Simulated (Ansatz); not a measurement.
Consider the redistribution: `C[CH2][InH][F]` + `[F][Al]([F])[I]` → `[F][InH][I]` + `C[CH2][Al]([F])[F]`.

Calculated with Ansatz (gas phase, PBE0-D4/def2-TZVP geometries, no zero-point term in ΔE). CBS: MP2 limit from def2 TZ/QZ plus the TZ coupled-cluster correction, frozen cores. Functionals use def2-TZVPP. def2 core potentials past Kr. For I, In outer-core shells are correlated without core-valence functions, which leaves a few kJ/mol of doubt a bond. Each species was taken in one conformer, which may not be the lowest.

`C[CH2][InH][F]`:

Cartesian coordinates in Å:
```
C -0.007 -1.170 -0.621
C 0.740 -0.182 0.263
In -0.414 1.565 0.724
F -1.917 1.633 -0.555
H -0.365 -0.703 -1.540
H 0.638 -2.010 -0.900
H -0.882 -1.585 -0.117
H 1.059 -0.638 1.204
H 1.652 0.176 -0.225
H -0.505 2.914 1.767
```

`[F][Al]([F])[I]`:

```xyz
4

F     1.203   -1.216   -0.306
Al   -0.014   -0.143   -0.124
F    -1.356   -0.325   -1.037
I     0.166    1.683    1.467
```

`[F][InH][I]`:

Cartesian coordinates in Å:
```
F -0.455 -1.453 1.154
In 0.015 0.165 0.184
I 0.213 -0.316 -2.394
H 0.228 1.604 1.057
```

`C[CH2][Al]([F])[F]`:

```xyz
10

C     1.174   -0.117   -0.620
C     0.015   -0.605    0.249
Al   -1.426    0.660    0.531
F    -1.389    2.182   -0.091
F    -2.758    0.266    1.411
H     1.945   -0.885   -0.726
H     1.653    0.769   -0.196
H     0.842    0.154   -1.624
H    -0.430   -1.515   -0.173
H     0.375   -0.910    1.239
```

CCSD(T)/CBS gives -0.17 eV.

Problem. Another level gave -0.11 eV. Which?
A. r2SCAN/def2-TZVPP
B. CCSD/def2-TZVPP
C. B97M-V/def2-TZVPP
D. RPA@PBE/def2-TZVPP

Solution. D. RPA@PBE/def2-TZVPP -0.11, r2SCAN -0.21, B97M-V -0.26, CCSD/def2-TZVPP -0.16 eV.

Largest T1 diagnostic among the species: 0.014.

Leaving LDA and LC-ωPBE aside and taking each functional with its dispersion term where it has one, the values, not all of them listed here, spread over 0.08 eV, from BHLYP-D4 to revPBE-D4. At CCSD(T), def2-SVP lies −0.15 eV from the extrapolated value and def2-TZVPP +0.02 eV.
